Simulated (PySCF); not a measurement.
All values below come from B3LYP-D3(BJ)/def2-TZVP // r2SCAN-D4/def2-SVP in PySCF. All species are isolated molecules in the gas phase. B3LYP has the VWN-RPA correlation part, as in Gaussian. 

Reference species: [W(Cl)6] (neutral, multiplicity 1).

| Property | Value |
|---|---|
| HOMO | -8.92 eV |
| coordination number | 6 |

Changed species: [W(F)6] (6 of 6 Cl replaced by F; the reference has 0 of 6 Cl replaced by F).

Question: What does the change do to the HOMO and coordination number?

Answer: the HOMO decreases by 3.55 eV, to -12.47 eV; the coordination number is nearly the same.
